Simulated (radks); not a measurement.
Results of a calculation; reference values are marked as such.
The iodine ion I2+, [Kr] 4d10 5s2 5p3. Code: a radial shooting solver on a logarithmic mesh with Libxc functionals. Model: non-relativistic Kohn-Sham, exchange-only PBE, spin-polarised, spherical densities, point nucleus. Every spin shell is full or empty, so the densities are truly spherical. Functionals are evaluated on that one density, not self-consistently. Rank these exchange functionals by their error against the exact value of the orbitals, and give that value: LDA, B88, PBEsol, PW91, EV93, APBE, TPSS, r2SCAN, TASK, MVS.

Answer. Exact: -173.344 hartree. From best to worst, with 100 (|E| - |E exact|)/|E exact| (equal figures are ties): B88 +0.01, PW91 -0.02, MVS +0.06, r2SCAN -0.12, APBE +0.29, TPSS -0.32, EV93 -0.34, TASK -2.21, PBEsol -2.23, LDA -4.76.
